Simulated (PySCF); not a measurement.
Si(H)(SiH3) anion (H4Si2), SMILES [SiH3][SiH] (connectivity only; charge and spin as stated), charge -1, multiplicity 2. Atoms are numbered in the order given.

```xyz
6

Si     0.1052    -1.3028     0.0000
H     -1.4355    -1.3619     0.0000
Si    -0.0006     1.0344     0.0000
H     -0.6875     1.7006     1.1711
H     -0.6875     1.7006    -1.1711
H      1.3458     1.7174     0.0000
```
Charge -1, spin multiplicity 2.

Geometry optimised at ωB97X-D3(BJ)/def2-TZVPD. The spin state was assumed, not searched. The isomer is the one that the SMILES or the coordinates give; other isomers of the formula were not compared.

The numbers are results of ωB97X-D3(BJ)/def2-TZVPD in PySCF 2.14.0, not measurements.

Frequencies are harmonic and unscaled.

Computed normal modes with their intensities:
```json
[
 {"mode": "1", "ν (cm⁻¹)": "197", "IR (km/mol)": "0.0", "moving atoms (share of kinetic energy)": "H 98 %"},
 {"mode": "2", "ν (cm⁻¹)": "397", "IR (km/mol)": "15.6", "moving atoms (share of kinetic energy)": "H 77 %, Si 23 %"},
 {"mode": "3", "ν (cm⁻¹)": "423", "IR (km/mol)": "8.9", "moving atoms (share of kinetic energy)": "Si 74 %, H 26 %"},
 {"mode": "4", "ν (cm⁻¹)": "450", "IR (km/mol)": "16.7", "moving atoms (share of kinetic energy)": "H 88 %, Si 12 %"},
 {"mode": "5", "ν (cm⁻¹)": "713", "IR (km/mol)": "76.2", "moving atoms (share of kinetic energy)": "H 86 %, Si 14 %"},
 {"mode": "6", "ν (cm⁻¹)": "928", "IR (km/mol)": "394.4", "moving atoms (share of kinetic energy)": "H 91 %, Si 9 %"},
 {"mode": "7", "ν (cm⁻¹)": "964", "IR (km/mol)": "45.7", "moving atoms (share of kinetic energy)": "H 97 %"},
 {"mode": "8", "ν (cm⁻¹)": "969", "IR (km/mol)": "40.1", "moving atoms (share of kinetic energy)": "H 98 %"},
 {"mode": "9", "ν (cm⁻¹)": "1931", "IR (km/mol)": "366.4", "moving atoms (share of kinetic energy)": "H 97 %"},
 {"mode": "10", "ν (cm⁻¹)": "2053", "IR (km/mol)": "266.7", "moving atoms (share of kinetic energy)": "H 96 %"},
 {"mode": "11", "ν (cm⁻¹)": "2069", "IR (km/mol)": "378.1", "moving atoms (share of kinetic energy)": "H 97 %"},
 {"mode": "12", "ν (cm⁻¹)": "2094", "IR (km/mol)": "354.9", "moving atoms (share of kinetic energy)": "H 98 %"}
]
```
